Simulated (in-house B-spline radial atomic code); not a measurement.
## How G0W0 and RPA depend on the start: Xe6+

Configuration [Kr] 4d10 5s2. Computed with a B-spline radial code for spherical atoms: all electrons, non-relativistic, point nucleus, each spin shell either full or empty, empty states to l = 9 with an (l + 1/2)⁻⁴ tail; G0W0 by contour deformation at full frequency.

Without relativity these are model numbers: it shifts the levels of so heavy an element strongly and can reorder them.

| start | mean-field 5s (eV) | G0W0 (eV) | QP weight | RPA correlation (Eh) |
| --- | --- | --- | --- | --- |
| Hartree-Fock | -86.81 | -89.16 | 0.976 | -3.553 |
| LDA VWN5 | -83.77 | -89.60 | 0.959 | -3.8459 |
| PBE | -83.18 | -89.53 | 0.960 | -3.8405 |
| PBE0 | -84.34 | -89.42 | 0.965 | -3.7607 |
| r2SCAN | -83.16 | -89.52 | 0.962 | -3.7907 |
| HSE06 | -84.05 | -89.46 | 0.964 | -3.7673 |
| B3LYP (VWN-RPA) | -84.43 | ? | ? | ? |
| SCAN | -83.41 | ? | ? | ? |
| TPSS | -82.88 | -89.53 | 0.961 | -3.8268 |
| BHandHLYP | -85.62 | -89.35 | 0.969 | -3.6874 |
| CAM-B3LYP | -86.18 | -89.40 | 0.969 | -3.7454 |
| LC-wPBE | -87.47 | -89.30 | 0.972 | -3.7487 |
| wB97X | -87.14 | -89.30 | 0.971 | -3.7317 |
| PBEsol | -83.24 | -89.55 | 0.960 | -3.8427 |
| BLYP | -83.32 | -89.57 | 0.960 | -3.8417 |
| r2SCAN0 | -84.40 | -89.42 | 0.966 | -3.7273 |
| LDA exchange-only | -82.23 | -89.63 | 0.961 | -3.8449 |

Question: What G0W0 level, weight and RPA correlation energy follow from the SCAN start?

Answer: G0W0 level -89.53 eV, weight 0.962, RPA correlation -3.7891 hartree.

Question: What G0W0 level, weight and RPA correlation energy follow from the B3LYP (VWN-RPA) start?

Answer: G0W0 level -89.48 eV, weight 0.964, RPA correlation -3.7774 hartree.

Question: How much of the dependence on the start does G0W0 remove?

Answer: The mean-field levels span 5.23 eV and the G0W0 levels 0.467 eV. Against 91.6 ± 0.5 eV (NIST, semi-empirical) the G0W0 removal energies are off by -2.44 to -1.97 eV, with relativity, Breit and QED terms left out.
